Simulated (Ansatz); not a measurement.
Reaction (redistribution): `CO[Si]Br` + `[OH][Cd][Br]` → `CO[Si]O` + `[Br][Cd][Br]`

Computed with Ansatz on PBE0-D4/def2-TZVP structures; ΔE is electronic, products minus reactants. CBS: MP2 limit from def2 TZ/QZ plus the TZ coupled-cluster correction, frozen cores. DFT in def2-TZVPP. B3LYP here is the variant with VWN-RPA as its local correlation; programs differ in this. HSE06 is defined as in plane-wave codes. def2 core potentials past Kr. For Br, Cd outer-core shells are correlated without core-valence functions, which leaves a few kJ/mol of doubt a bond. Scalar relativity is left out up to krypton. One conformer a species, not always the lowest.

`CO[Si]Br`:

Z-matrix (Å, degrees):
```
C
O 1 1.412
H 1 1.091 2 108.7
H 1 1.091 2 108.8 3 118.5
H 1 1.092 2 111.1 3 -120.8
Si 2 1.621 1 138.1 3 121.4
Br 6 2.297 2 103.3 1 0.0
```

`[OH][Cd][Br]`:

```xyz
4

O    -1.305    0.662   -0.321
Cd    0.500    0.015    0.108
Br    2.746   -0.627    0.632
H    -1.941   -0.050   -0.418
```

`CO[Si]O`:

Z-matrix (Å, degrees):
```
C
O 1 1.411
H 1 1.092 2 109.5
H 1 1.097 2 112.0 3 -120.5
H 1 1.092 2 109.5 3 119.0
Si 2 1.657 1 123.9 3 120.6
O 6 1.644 2 99.6 1 -180.0
H 7 0.963 6 117.2 2 0.0
```

`[Br][Cd][Br]`:

Z-matrix (Å, degrees):
```
Cd
Br 1 2.401
Br 1 2.401 2 179.8
```

| level | ΔE (kJ/mol) | difference from CCSD(T)/CBS |
| --- | --- | --- |
| LDA (SPW92) | -127.1 | 13.1 |
| PBE-D4 | -120.1 | 20.1 |
| PBE0-D4 | -137.5 | 2.7 |
| r2SCAN0-D4 | -146.7 | -6.5 |
| CAM-B3LYP-D4 | -143.7 | -3.5 |
| PBE | -122.0 | 18.2 |
| r2SCAN | -134.6 | 5.6 |
| PBE0 | -139.1 | 1.1 |
| B3LYP | -137.8 | 2.4 |
| HSE06 | -138.9 | 1.3 |
| HF/def2-TZVPP | -177.7 | -37.5 |
| MP2/def2-TZVPP | -137.5 | 2.7 |
| HF/def2-QZVPP | -176.2 | -36.0 |
| MP2/def2-QZVPP | -137.0 | 3.2 |
| HF/CBS(def2) | -176.0 | -35.8 |
| MP2/CBS(def2) | -137.5 | 2.7 |
| CCSD(T)/CBS | -140.2 | 0 |

(1) What do rigid-rotor, harmonic-oscillator terms from PBE0-D4/def2-TZVP frequencies (298.15 K, 1 bar) make of the CCSD(T)/CBS value? (Best estimate.)

Largest T1 diagnostic among the species: 0.014.

Results:

(1) The calculation gave: ΔZPE = +3.3 kJ/mol, ΔH = -137.4 kJ/mol, ΔS = -25 J/(mol·K), ΔG = -130.0 kJ/mol.

From r2SCAN to r2SCAN0 (25 % exact exchange), in def2-TZVPP and without D4, ΔE moves by −12.5 kJ/mol. Leaving LDA and LC-ωPBE aside and taking each functional with its dispersion term where it has one, the values, not all of them listed here, spread over 36.0 kJ/mol, from BHLYP-D4 to revPBE-D4. LDA lies −5.1 kJ/mol from PBE without D4. At CCSD(T), def2-SVP lies −5.7 kJ/mol from the extrapolated value and def2-TZVPP −0.0 kJ/mol.
